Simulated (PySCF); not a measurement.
**Telling isomers of C5H10N2Si apart by NMR**

Calculated, not measured (PySCF 2.14): shielding tensors at PBE0/pcSseg-1 (GIAO), geometry: GFN2-xTB. Isolated molecule, no relativistic terms, single conformer, fast rotation and ring inversion assumed for equivalent nuclei.

δ = σ(ref) − σ, references computed at the same level: 1H (σ = 31.72 ppm) and 13C (σ = 186.93 ppm) against TMS. Where no couplings were computed, multiplicities follow the n + 1 count of equivalent neighbours, and m marks all less simple cases (inequivalent or close neighbours, rings, F or P nearby). Shifts are as computed. Against solution values, carbons near 30 ppm lie about +3 ppm off and those near 130 ppm about +5 ppm. Of 1211 compounds with measured shifts, 218 miss one by over three times the rms of a fit or turn the order of signals round; such compounds aren't used in these exercises.

(1) Tabulate the signals of `C=CC1=NN([SiH3])CC1`, `C=C[C@@H]1C=NN([SiH3])C1`, `CCc1nccn1[SiH3]` and their relative energies.

(2) What is the quickest way to tell C=C[C@@H]1C=NN([SiH3])C1 from CCc1nccn1[SiH3]?

(3) What is the quickest way to tell C=CC1=NN([SiH3])CC1 from C=C[C@@H]1C=NN([SiH3])C1?

(4) What is the quickest way to tell C=CC1=NN([SiH3])CC1 from CCc1nccn1[SiH3]?

Answers

(1) 
```json
{"SMILES": "C=CC1=NN([SiH3])CC1", "carbon types": "1×C 1×CH 3×CH2", "δC": "150.2, 139.6, 117.7, 50.5, 33.6", "δH": "7.03 (m, 1H), 5.38 (m, 1H), 5.11 (m, 1H), 4.92 (s, 3H), 3.60 (m, 2H), 2.98 (m, 2H)", "E rel. (kcal/mol)": "38.2"}
{"SMILES": "C=C[C@@H]1C=NN([SiH3])C1", "carbon types": "3×CH 2×CH2", "δC": "147.6, 141.2, 121.2, 56.8, 56.6", "δH": "6.09 (d, 1H), 5.85 (m, 1H), 5.36 (m, 1H), 5.28 (m, 1H), 4.84 (s, 3H), 3.85 (m, 1H), 3.77 (m, 1H), 3.34 (m, 1H)", "E rel. (kcal/mol)": "47.1"}
{"SMILES": "CCc1nccn1[SiH3]", "carbon types": "1×C 2×CH 1×CH2 1×CH3", "δC": "157.9, 136.4, 126.4, 26.9, 18.2", "δH": "7.20 (m, 1H), 6.81 (m, 1H), 5.12 (s, 3H), 2.97 (q, 2H), 1.25 (t, 3H)", "E rel. (kcal/mol)": "0.0"}
```

Energies are electronic energies at PBE0/pcSseg-1 on these geometries, without zero-point or thermal terms, each for the one conformer computed, which needn't be the lowest.

(2) Both give the same number of carbon signals, but DEPT or the intensities differ. The first has a terminal =CH2 carbon at 121.2 ppm, the second a substituted aromatic carbon next to a ring nitrogen (C) at 157.9 ppm. Their most deshielded carbons lie at 147.6 and 157.9 ppm. In the proton spectra the most deshielded non-exchanging signals are 6.09 (d, 1H) and 7.20 (m, 1H).

(3) Both give the same number of carbon signals, but DEPT or the intensities differ. The first has a C=N carbon (C) at 150.2 ppm, the second an allylic sp3 CH at 56.8 ppm. Their most deshielded carbons lie at 150.2 and 147.6 ppm. In the proton spectra the most deshielded non-exchanging signals are 7.03 (m, 1H) and 6.09 (d, 1H).

(4) Both give the same number of carbon signals, but DEPT or the intensities differ. The first has a terminal =CH2 carbon at 117.7 ppm, the second a methyl carbon (CH3) at 18.2 ppm. Their most deshielded carbons lie at 150.2 and 157.9 ppm.
